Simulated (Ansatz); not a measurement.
The cluster Rb₂F. Charge 0, multiplicity 2. Geometry relaxed at r2SCAN-D4/def2-TZVP.

```csv
atom,x (Å),y (Å),z (Å)
Rb1,-1.2145,1.7202,-0.6807
Rb2,0.5173,-1.8845,1.0384
F3,0.6972,0.1644,-0.3578
```

In the def2 sets Rb takes a core potential; there is no spin–orbit coupling. The structure comes from a short search, and lower isomers may exist.

Task: Estimate the harmonic wavenumbers at UKS r2SCAN-D4/def2-TZVP (Ansatz, unscaled). Is this a minimum?

Result: 37, 217, 309 cm⁻¹. Yes, no mode is imaginary beyond noise. Zero-point energy 3.4 kJ/mol. It took 18 s on 4 threads of Arm Neoverse V2 on a shared host.
